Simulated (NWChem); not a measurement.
Species: SnHCl$_{2}$F; SMILES [Cl][SnH]([Cl])[F]

Program: NWChem. The geometry was optimised at PBE0/def2-SVP (def2 core potentials past Kr).

Q: Predict the results for PBE0/STO-3G, non-relativistic. Quantities: highest occupied level (eV); orbital gap (eV); dipole (D).

A: 
```json
{
  "highest occupied level (eV)": "-6.25",
  "orbital gap (eV)": "8.22",
  "dipole (D)": "3.07"
}
```
